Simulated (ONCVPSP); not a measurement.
What one change does to a pseudopotential (Lu, ONCV)

```
Element                 : Lu
Generator               : ONCVPSP 4.0.1
Type                    : optimised norm-conserving Vanderbilt (ONCV)
Functional              : LDA (Perdew-Wang 92)
Relativity              : fully relativistic
Frozen core             : [Kr] 4d10
Valence charge          : 25
Reference configuration : 4f14 5s2 5p6 5d1 6s2
Partial waves           : 5s+6s: rc 2.10 bohr, ncon 4, nbas 7, qcut 4.6 1/bohr, 2 projectors; 5p: rc 2.30 bohr, ncon 3, nbas 8, qcut 5.9 1/bohr, 2 projectors, debl 3.9 Ha; 5d: rc 2.40 bohr, ncon 3, nbas 7, qcut 3.4 1/bohr, 1 projector; 4f: rc 1.10 bohr, ncon 5, nbas 10, qcut 17.1 1/bohr, 2 projectors, debl 2 Ha
Local potential         : polynomial inside 1.10 bohr (lpopt 4, dvloc0 3 Ha)
Core correction         : none
```

Open shells are filled in proportion to 2j + 1.

All-electron outer shells of the reference configuration (LDA (PZ), scalar-relativistic, ld1.x):

```json
{"shell": "4d", "level (eV)": "-191.71", "outermost node (bohr)": "0.23", "outermost maximum (bohr)": "0.48"}
{"shell": "5s", "level (eV)": "-61.19", "outermost node (bohr)": "0.57", "outermost maximum (bohr)": "1.04"}
{"shell": "5p", "level (eV)": "-31.78", "outermost node (bohr)": "0.61", "outermost maximum (bohr)": "1.19"}
{"shell": "4f", "level (eV)": "-9.81", "outermost node (bohr)": "–", "outermost maximum (bohr)": "0.47"}
{"shell": "6s", "level (eV)": "-4.81", "outermost node (bohr)": "1.41", "outermost maximum (bohr)": "3.00"}
{"shell": "5d", "level (eV)": "-1.92", "outermost node (bohr)": "0.68", "outermost maximum (bohr)": "1.84"}
```

Change: d: ncon 4, nbas 8.

Cutoffs: the cutoffs (Ha) at which the residual kinetic energy of the hardest occupied pseudo-wave falls to 1 and 0.1 mHa per electron; they do not see the model core or the augmentation charge, which bear on the density cutoff. Errors are all-electron minus pseudo energies relative to the spin-unpolarised reference configuration.

Problem. How do hardness, ghosts and transferability respond?

Solution. The potential gets neither clearly harder nor softer (124 Ha and 135 Ha → 124 Ha and 135 Ha); the f channel sets the loose cutoff, while the largest relative change is in d, which becomes harder; of the 3 tests that both files solve, the error grows in 1 and shrinks in 2 by more than 15 % and 0.3 meV (median size 2.4 → 0.8 meV); neither file shows a bound ghost.

| quantity | base | changed |
| --- | --- | --- |
| cutoff, loose | 124 Ha | 124 Ha |
| cutoff, tight | 135 Ha | 135 Ha |
| loose cutoff by channel | s 7.2 Ha, p 11 Ha, d 27 Ha, f 124 Ha | s 7.2 Ha, p 11 Ha, d 32 Ha, f 124 Ha |
| bound ghosts | none | none |
| GHOST(+) flags under 300 eV | d5/2 at 249.5 eV, d3/2 at 267.2 eV | d5/2 at 246.9 eV, d3/2 at 277.7 eV |
| tests with a reliable result | 3 of 4 | 3 of 4 |
| error for 4f14 5s2 5p6 5d1 6s1, meV [ΔE 7.58 eV] | +0.5 | +0.8 |
| error for 4f14 5s2 5p6 5d1 6s0, meV [ΔE 21.14 eV] | -2.4 | -0.4 |
| error for 4f14 5s2 5p6 5d0 6s2, meV [ΔE 5.49 eV] | +10.0 | +6.7 |
| s: phases at 2.14 bohr within 0.05 rad from the reference energy up to (Ha; the scan ends near 5) | 3.3 | 3.3 |
| p3/2: phases at 2.34 bohr within 0.05 rad from the reference energy up to (Ha; the scan ends near 5) | to the end of the scan | to the end of the scan |
| p1/2: phases at 2.34 bohr within 0.05 rad from the reference energy up to (Ha; the scan ends near 5) | to the end of the scan | to the end of the scan |
| d5/2: phases at 2.44 bohr within 0.05 rad from the reference energy up to (Ha; the scan ends near 5) | 1.2 | 1.3 |
| d3/2: phases at 2.44 bohr within 0.05 rad from the reference energy up to (Ha; the scan ends near 5) | 1.1 | 1.2 |
| f7/2: phases at 1.12 bohr within 0.05 rad from the reference energy up to (Ha; the scan ends near 5) | to the end of the scan | to the end of the scan |
| f5/2: phases at 1.12 bohr within 0.05 rad from the reference energy up to (Ha; the scan ends near 5) | to the end of the scan | to the end of the scan |
